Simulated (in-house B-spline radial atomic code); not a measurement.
## RPA and G0W0 on LC-wPBE: the zinc ion Zn⁷⁺

Configuration [Ar] 3d5, highest spin, mean-field start LC-wPBE. Computed with an all-electron radial atomic-structure program (B-spline basis): all electrons, scalar-relativistic (spin-free one-electron X2C), finite nucleus, each spin shell either full or empty, empty states to l = 9 with an (l + 1/2)⁻⁴ tail; G0W0 by contour deformation at full frequency.

Command:
```bash
python run_gw.py task.json out
```
Settings (radii: box in bohr, nucleus in fm):
```
Z                        30
electrons                23
configuration            [Ar] 3d5
hamiltonian              x2c
method                   lc_wpbe
lmax                     9
rms_radius               3.9283
spin_polarised           True
box_radius               8.41
intervals                67
```

Cost of the run: 4.2 s on 1 thread of Arm Neoverse N1 (shared host).

Energies (hartree):

| term | value |
| --- | --- |
| mean-field total | -1778.96936 |
| Hartree-Fock functional on these orbitals | -1778.12468 |
| direct second order | -1.7441 |
| second-order exchange | 0.57026 |
| SOSEX correction | 0.53595 |

Problem. What is the RPA correlation energy, and what remains with SOSEX?

Solution. RPA gives -1.5808 hartree (-1.87 eV per electron); RPA + SOSEX gives -1.0448, and the second-order doubles -1.1739 hartree (no singles). RPA lacks exchange-type terms and so overcorrelates at short range.

Quasi-particle levels (eV):

```json
{"level": "3d up", "occupied": "yes", "mean field": "-163.98", "Σx - vxc": "-11.70", "Σc": "?", "QP weight": "?", "G0W0": "?"}
{"level": "3p down", "occupied": "yes", "mean field": "-232.20", "Σx - vxc": "-9.38", "Σc": "0.10", "QP weight": "0.969", "G0W0": "-241.48"}
{"level": "3s down", "occupied": "yes", "mean field": "-279.64", "Σx - vxc": "-18.66", "Σc": "7.67", "QP weight": "0.870", "G0W0": "-290.63"}
{"level": "3d down", "occupied": "no", "mean field": "-144.10", "Σx - vxc": "13.59", "Σc": "-5.44", "QP weight": "0.973", "G0W0": "-135.95"}
```

G0W0 = mean field + (Σx - vxc) + Σc, with Σc (partial-wave tail included) taken at the quasi-particle energy. Only the outer levels were computed. Levels of low weight are left out.

Problem. Where does G0W0 put 3d up?

Solution. At -174.26 eV, with Σc = 1.42 eV and a quasi-particle weight of 0.972. The tabulated removal energy is 173.9 ± 1.7 eV (NIST, semi-empirical); the calculation leaves out spin-orbit coupling, Breit and QED terms, and what these don't explain is the method's own error.
